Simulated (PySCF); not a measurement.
**Bond energies at PBE/def2-SVP beside a composite method**

PySCF, lowest determinants of a PBE0 search. The composite is CCSD(T) extrapolated to the basis-set limit from two correlation-consistent sets, with core-valence (CV) and scalar-relativistic (SR) terms as its label shows; it has no spin–orbit coupling and nothing beyond (T).

```json
{"species": "CaCl", "state (unpaired electrons)": "doublet (σ ↑)", "De PBE (eV)": "4.51", "De composite (eV)": "4.12", "composite": "CCSD(T)/CBS(DT)", "dissociates to": "Ca + Cl"}
{"species": "AlCl⁺", "state (unpaired electrons)": "doublet (σ ↑)", "De PBE (eV)": "2.21", "De composite (eV)": "1.96", "composite": "CCSD(T)/CBS(TQ)+CV+SR", "dissociates to": "Al⁺ + Cl"}
{"species": "PO", "state (unpaired electrons)": "doublet (π ↑)", "De PBE (eV)": "6.32", "De composite (eV)": "6.16", "composite": "CCSD(T)/CBS(TQ)+CV+SR", "dissociates to": "P + O"}
{"species": "SrS", "state (unpaired electrons)": "singlet (closed shell)", "De PBE (eV)": "3.92", "De composite (eV)": "3.39", "composite": "CCSD(T)/CBS(DT)+CV", "dissociates to": "Sr + S"}
{"species": "TlC", "state (unpaired electrons)": "quartet (σ ↑, π ↑↑)", "De PBE (eV)": "2.99", "De composite (eV)": "2.62", "composite": "CCSD(T)/CBS(DT)+CV", "dissociates to": "Tl + C"}
{"species": "GaI", "state (unpaired electrons)": "singlet (closed shell)", "De PBE (eV)": "3.92", "De composite (eV)": "3.71", "composite": "CCSD(T)/CBS(DT)", "dissociates to": "Ga + I"}
{"species": "RbS", "state (unpaired electrons)": "doublet (π ↑)", "De PBE (eV)": "2.59", "De composite (eV)": "2.64", "composite": "CCSD(T)/CBS(DT)", "dissociates to": "Rb + S"}
{"species": "CN⁺", "state (unpaired electrons)": "triplet (σ ↑, π ↑)", "De PBE (eV)": "6.18", "De composite (eV)": "4.97", "composite": "CCSD(T)/CBS(TQ)+CV+SR", "dissociates to": "C⁺ + N"}
```

Q: Does PBE bind more or less than the composite, by how much on average, and where is the difference largest?

A: PBE/def2-SVP binds more on average, method and basis taken together: the mean signed difference is +0.38 eV and the mean absolute one 0.40 eV; it is largest for CN⁺ (+1.21 eV).

The molecules are drawn from runs that passed checks on state, spin purity and fit, so the hardest cases are missing and the errors look smaller than over all diatomics.

Correlated steps freeze the inner cores (2 to 19 orbitals); shallow outer-core shells are correlated. Spin–orbit coupling is left out, which matters for elements this heavy, above all for dissociation energies. For an ion De counts to the pair picked by the measured ionisation energies or electron affinities, which need not be the lowest pair at this level. Where the molecule has an RHF reference, its open-shell atoms are computed with UHF. The CCSD T1 diagnostic is raised in CN⁺, SrS, a sign that a single reference may not be enough there. States were picked by a PBE0 search and need not be the measured ground states.
